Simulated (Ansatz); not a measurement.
Ideal-gas functions of `S[Si@@H]1O[C@H]1Br` at 400 K and 1 bar, from an Ansatz frequency run at PBE0-D4/def2-TZVP.

Molar mass 171.09 g/mol, point group C1 (symmetry number 1), electronic degeneracy 1, moments of inertia 53.077, 727.799, 743.281 u Å². Harmonic wavenumbers (cm⁻¹, unscaled): 81, 121, 160, 201, 341, 518, 577, 630, 741, 752, 812, 827, 1052, 1087, 1239, 2284, 2713, 3169.

Use S(trans) = R[1.5 ln M + 2.5 ln T − 1.1517]; rotational temperatures θ = 24.2544 K / I; S(rot) = R[ln(√π/σ · √(T³/θAθBθC)) + 1.5]; for each mode x = 1.438777 ν̃/T, S = R[x/(eˣ − 1) − ln(1 − e⁻ˣ)] and H = RT x/(eˣ − 1); 1 cm⁻¹ = 0.0119627 kJ/mol; R = 8.31446 J/(mol·K).

Task: By hand: the entropy, in J/(mol·K).

Result: Translation 179.1. Rotation: θ = 0.457, 0.0333, 0.0326 K, giving 123.6. Vibration, mode by mode: 18.60, 15.30, 13.02, 11.19, 7.12, 4.25, 3.59, 3.09, 2.26, 2.19, 1.84, 1.77, 0.92, 0.83, 0.53, 0.02, 0.01, 0.00, in all 86.5. Electronic 0.0. Sum 389.2 J/(mol·K).

Task: By hand: H − E and G − E in kJ/mol, counted from the electronic energy.

Result: Zero-point energy ½ × 17305 × 0.0119627 = 103.5; thermal vibration 18.1; translation, rotation and pV give 4 RT = 13.3. H − E = 134.9 kJ/mol, and G − E = 134.9 − 400 × 389.2/1000 = -20.8 kJ/mol.

Vibration gives 22 % of the entropy, 33.9 J/(mol·K) of it from the modes under 150 cm⁻¹: soft modes count most, and the harmonic formula is weakest for them. The sum counts one conformer and one mirror image; others add a mixing term.
